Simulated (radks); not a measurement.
Q: The mean radii <r> (bohr) of the occupied orbitals of an atom or ion are listed with their occupations. Method: Dirac Kohn-Sham, LB94 model potential, spin-unpolarised, spherical densities, finite nucleus; Fermi nuclear charge, rms radius of each element as measured or else 0.836 A^(1/3) + 0.57 fm; computed with a radial shooting solver on a logarithmic mesh with Libxc functionals.

orbital  occ.      <r>
1s1/2       2  0.03603
2s1/2       2   0.1572
2p1/2       2   0.1340
2p3/2       4   0.1384
3s1/2       2   0.4403
3p1/2       2   0.4342
3p3/2       4   0.4444
3d3/2       4   0.4204
3d5/2       6   0.4236

Name the element and its charge. Open shells, if any, fill j = l - 1/2 first.

A: Z = 41, niobium, charge +13: Nb13+ in [Ar] 3d10. The 1s radius gives Z: for a bare nucleus <r> = (2 gamma + 1)/(2Z) with gamma = sqrt(1 - (Z/c)^2), 0.03547 bohr for Z = 41, and screening makes it slightly larger (0.03603 here). The occupations add up to 28, and the charge is Z minus that.
